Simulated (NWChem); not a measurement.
Species: C$_{5}$H$_{5}$N; SMILES C=C=C(C)C#N

Results from NWChem. Pople sets run with spherical d functions. Structure relaxed at the PBE0/def2-SVP level. Level: B3LYP/6-31G* with SMD (1 M gas to 1 M solution), gas-phase geometry.

Task: Order these by “solvation free energy (kcal/mol)”, lowest first: N,N-dimethylformamide; water; n-hexane.

Result: N,N-dimethylformamide (-4.9), n-hexane (-3.8), water (-1.4)
